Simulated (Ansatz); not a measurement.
Relaxation of F₂H₃NSi (7 atoms, charge 0, multiplicity 1), to a largest force component of 0.03 eV/Å in at most 50 steps.

These are results of Ansatz, RKS PBE0/cc-pVDZ, not measurements.

```xyz
7
Properties=species:S:1:pos:R:3
Si 0.105 0.101 0.159
H 0.430 0.028 1.574
F 1.667 0.041 -0.202
N -0.703 1.411 -0.555
H -1.573 1.297 -1.056
H -0.433 2.373 -0.418
F -0.695 -1.226 -0.352
```

Task: Where does it end, and by what steps?

Result: The forces met the threshold. After 9 steps the energy has fallen by 0.276 eV; H5 moved furthest, 0.56 Å.

| step | energy less start (eV) | largest force component (eV/Å) | accepted |
| --- | --- | --- | --- |
| 0 | 0.0000 | 1.281 | yes |
| 1 | -0.2033 | 0.341 | yes |
| 2 | -0.0655 | 2.654 | no |
| 3 | -0.2267 | 0.120 | yes |
| 4 | -0.2373 | 0.402 | yes |
| 5 | -0.2431 | 0.756 | yes |
| 6 | -0.2672 | 0.153 | yes |
| 7 | -0.2735 | 0.135 | yes |
| 8 | -0.2745 | 0.092 | yes |
| 9 | -0.2759 | 0.026 | yes |

```xyz
7
Properties=species:S:1:pos:R:3
Si 0.113 0.091 0.171
H 0.363 0.215 1.625
F 1.569 -0.064 -0.571
N -0.845 1.382 -0.409
H -1.124 1.380 -1.386
H -0.617 2.324 -0.107
F -0.661 -1.306 -0.172
```

Whether the end is a true minimum wasn't checked by a vibrational analysis.

The run took 16 s on 2 threads of Arm Neoverse V1, on a shared host, peak memory 0.14 GiB.
